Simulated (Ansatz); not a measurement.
Harmonic frequencies (cm⁻¹) at PBE0-D4/def2-TZVP from Ansatz: 51, 72, 121, 152, 174, 315, 389, 429, 446, 521, 619, 647, 692, 728, 745, 875, 886, 921, 938, 1275, 1449, 1452, 2148, 2195, 2203, 2207, 2217, 3054, 3141, 3144.

Each molecule was computed in one conformer, which needn't be the lowest.

(1) Which molecule is it?
A. `C=C=C(N)[SiH3]`
B. `C[SiH2][Te][SiH3]`
C. `C[SiH2][SiH2][TeH]`
D. `[SiH3]C[Te][SiH3]`

Answers

(1) C.
